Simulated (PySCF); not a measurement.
# 29Si chemical shifts

- GFN2-xTB structure
- GIAO PBE0/pcSseg-1 shieldings
- run in PySCF 2.14.0 with density-fitted response routines
- averaged over atoms made equivalent by symmetry, fast rotation or ring inversion, no relativistic terms, gas phase, single conformer

Shieldings were converted by a linear fit to measured shifts: 29Si: δ = 279.94 − 0.822σ (rms 8.9 ppm, 72 shifts, 25.8 ppm with the 6 outliers that the fit left out vs TMS, solution or neat liquid). A few per cent of atoms miss by over 2 rms, more outside the fitted compound classes.

Give the 29Si shifts of `C#C[Si@H](F)SCC(F)F`, `N#C[C@@H]1CC[SiH2][SiH2]1`, `C#C[SiH2]SCC(F)(F)F`, `CS[Si@@H]1NCC[SiH2]1`, `N[SiH2][SiH2]O[C@@H]1CCC(=O)C1`, `CC#C[Si@@H](S)C(F)(F)F`, `CC1=CS[SiH2][Si@@]1([SiH3])P`.

Answers


```tsv
compound	environment	δ (ppm)
C#C[Si@H](F)SCC(F)F	silicon bonded to C, F, S, H	-17.9
[N:1]#[C:2][C@@H:3]1[CH2:4][CH2:5][SiH2:6][SiH2:7]1	Si7: silicon bonded to C, Si, 2 H, in a 5-membered ring	-54.4
[N:1]#[C:2][C@@H:3]1[CH2:4][CH2:5][SiH2:6][SiH2:7]1	Si6: silicon bonded to C, Si, 2 H, in a 5-membered ring	-67.0
C#C[SiH2]SCC(F)(F)F	silicon bonded to C, S, 2 H	-46.4
[CH3:1][S:2][Si@@H:3]1[NH:4][CH2:5][CH2:6][SiH2:7]1	Si3: silicon bonded to N, S, Si, H, in a 5-membered ring	-13.5
[CH3:1][S:2][Si@@H:3]1[NH:4][CH2:5][CH2:6][SiH2:7]1	Si7: silicon bonded to C, Si, 2 H, in a 5-membered ring	-69.6
[NH2:1][SiH2:2][SiH2:3][O:4][C@@H:5]1[CH2:6][CH2:7][C:8](=[O:9])[CH2:10]1	Si3: silicon bonded to O, Si, 2 H	-32.6
[NH2:1][SiH2:2][SiH2:3][O:4][C@@H:5]1[CH2:6][CH2:7][C:8](=[O:9])[CH2:10]1	Si2: silicon bonded to N, Si, 2 H	-52.4
CC#C[Si@@H](S)C(F)(F)F	silicon bonded to 2 C, S, H	-43.2
[CH3:1][C:2]1=[CH:3][S:4][SiH2:5][Si@@:6]1([SiH3:7])[PH2:8]	Si6: silicon bonded to C, P, 2 Si, in a 5-membered ring	-38.2
[CH3:1][C:2]1=[CH:3][S:4][SiH2:5][Si@@:6]1([SiH3:7])[PH2:8]	Si5: silicon bonded to S, Si, 2 H, in a 5-membered ring	-43.6
[CH3:1][C:2]1=[CH:3][S:4][SiH2:5][Si@@:6]1([SiH3:7])[PH2:8]	Si7: silicon bonded to Si, 3 H	-92.4
```
